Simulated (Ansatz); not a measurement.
Start from `[CH3][AlH][O][SiH](F)F` and change one atom or group to get `CC(C)O[SiH](F)F`.

Ansatz, PBE0-D4/def2-TZVP geometries, multiplicity 1. Each molecule was computed in one conformer, which needn't be the lowest.

```csv
property,`[CH3][AlH][O][SiH](F)F`
HOMO–LUMO gap (B3LYP/def2-TZVPP) / eV,6.93
size of the dipole moment (PBE/def2-TZVPP) / D,2.74
HOMO energy (PBE/def2-TZVPP) / eV,-7.02
HOMO energy (ωB97M-V/def2-TZVPP) / eV,-10.54
LUMO energy (B3LYP/def2-TZVPP) / eV,-1.18
LUMO energy (ωB97M-V/def2-TZVPP) / eV,0.61
```

**Question.** Give the same properties after the change, and the shifts. (An estimate is asked.)

**Answer.** Computed: 
```csv
property,`CC(C)O[SiH](F)F`,shift
HOMO–LUMO gap (B3LYP/def2-TZVPP) / eV,9.11,2.18
size of the dipole moment (PBE/def2-TZVPP) / D,2.46,-0.28
HOMO energy (PBE/def2-TZVPP) / eV,-7.25,-0.23
HOMO energy (ωB97M-V/def2-TZVPP) / eV,-11.18,-0.64
LUMO energy (B3LYP/def2-TZVPP) / eV,0.55,1.73
LUMO energy (ωB97M-V/def2-TZVPP) / eV,2.37,1.76
```

With PBE0 the HOMO falls by 0.48 eV and the LUMO rises by 1.80 eV, so the gap widens by about 2.28 eV. PBE moves the HOMO by -0.23 eV and ωB97M-V by -0.64 eV. Dipoles are sizes alone; their direction can turn.

B3LYP here is the variant with VWN-RPA as its local correlation; programs differ in this.
